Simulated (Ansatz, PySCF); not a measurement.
Conformers of C2H8BN (SMILES CBNC), B3LYP-D3(BJ)/def2-TZVP minima from an xTB search, which can miss the lowest.
Conformer 1 (charge 0, multiplicity 1):
| atom | x (Å) | y (Å) | z (Å) |
|---|---|---|---|
| C | -1.9975 | -0.1466 | -0.1441 |
| B | -0.5252 | 0.2033 | -0.5716 |
| N | 0.5713 | -0.1577 | 0.2051 |
| C | 1.9718 | 0.1041 | -0.0763 |
| H | -2.0715 | -0.6890 | 0.8027 |
| H | -2.5994 | 0.7637 | -0.0554 |
| H | -2.4890 | -0.7501 | -0.9141 |
| H | -0.3013 | 0.7973 | -1.5885 |
| H | 0.4162 | -0.6586 | 1.0684 |
| H | 2.5441 | -0.8237 | -0.1644 |
| H | 2.4319 | 0.7134 | 0.7067 |
| H | 2.0486 | 0.6437 | -1.0185 |

Cores are frozen in the correlated methods. CBS(a, b) extrapolates the correlation energy as X⁻³ and adds the Hartree–Fock energy of set b. MP2 and its Hartree–Fock in cc-pVQZ are density fitted. Rows in 6-31G* carry no dispersion term and start afresh at each structure (6-31G* with six Cartesian d functions).

Run with Ansatz (Gaussian orbitals); PySCF for 6-31G* rows. Values without a source in brackets are computed.

Electronic energies of 3 conformers above conformer 1 (kcal/mol):

```json
[
 {"level": "PBE/def2-TZVPP", "conformer 1": "0.00", "conformer 2": "0.94", "conformer 3": "1.47"},
 {"level": "B3LYP/6-31G*", "conformer 1": "0.00", "conformer 2": "1.02", "conformer 3": "1.62"},
 {"level": "wB97M-V/def2-TZVPP", "conformer 1": "0.00", "conformer 2": "0.87", "conformer 3": "1.14"},
 {"level": "MP2/CBS(cc-pVTZ, cc-pVQZ) + ΔCCSD(T)/cc-pVTZ", "conformer 1": "0.00", "conformer 2": "0.84", "conformer 3": "1.16"}
]
```

Q: Give Boltzmann populations at 298.15 K for each level, counting each conformer once and leaving out zero-point, thermal and symmetry terms.

A: 
Weights exp(−E/RT) with RT = 0.5925 kcal/mol, divided by their sum:
- PBE/def2-TZVPP: 78 %, 16 %, 7 %
- B3LYP/6-31G*: 80 %, 14 %, 5 %
- wB97M-V/def2-TZVPP: 73 %, 17 %, 11 %
- MP2/CBS(cc-pVTZ, cc-pVQZ) + ΔCCSD(T)/cc-pVTZ: 72 %, 18 %, 10 %
The share of conformer 1 runs from 72 to 80 % over these levels.

Ansatz is a quantum-chemistry and plane-wave program.
